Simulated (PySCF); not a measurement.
Si(F)(OH)2(SiH3) (FH5O2Si2), SMILES [SiH3][Si](F)(O)O.

Geometry: PBE-D3(BJ)/def2-SVP. The structure was generated by enumeration, and PubChem lists no compound with its InChIKey, so it may never have been made. The values are those of a single conformer.

All values below come from PBE-D3(BJ)/def2-SVP (PySCF 2.14.0).

Frequencies are harmonic and unscaled.

Computed vibrational spectrum:
```csv
mode,ν (cm⁻¹),IR (km/mol),moving atoms (share of kinetic energy)
1,102,1.2,H 91 %
2,122,1.6,"O 43 %, H 21 %, Si 20 %, F 16 %"
3,123,12.5,"O 30 %, F 28 %, H 24 %, Si 19 %"
4,193,53.1,"H 70 %, O 16 %"
5,207,57.5,"H 74 %, O 14 %, Si 8 %"
6,277,34.1,"Si 43 %, O 28 %, F 18 %, H 11 %"
7,294,37.6,"O 41 %, F 31 %, H 14 %, Si 13 %"
8,338,84.9,"O 46 %, H 39 %, F 9 %"
9,464,63.1,"Si 62 %, O 16 %, H 12 %, F 10 %"
10,506,8.4,"H 80 %, Si 15 %"
11,507,20.4,"H 81 %, Si 14 %"
12,742,186.3,"O 40 %, H 36 %, F 16 %"
13,777,169.1,"H 69 %, O 29 %"
14,814,208.5,"H 78 %, Si 12 %"
15,861,41.3,"H 52 %, Si 26 %, F 20 %"
16,890,12.9,"H 54 %, Si 23 %, O 19 %"
17,896,18.2,H 95 %
18,908,135.6,"H 55 %, Si 24 %, O 15 %"
19,953,121.5,"Si 45 %, O 33 %, H 17 %"
20,2157,44.8,H 98 %
21,2171,72.4,H 96 %
22,2178,73.2,H 96 %
23,3740,73.7,H 94 %
24,3766,90.6,H 94 %
```
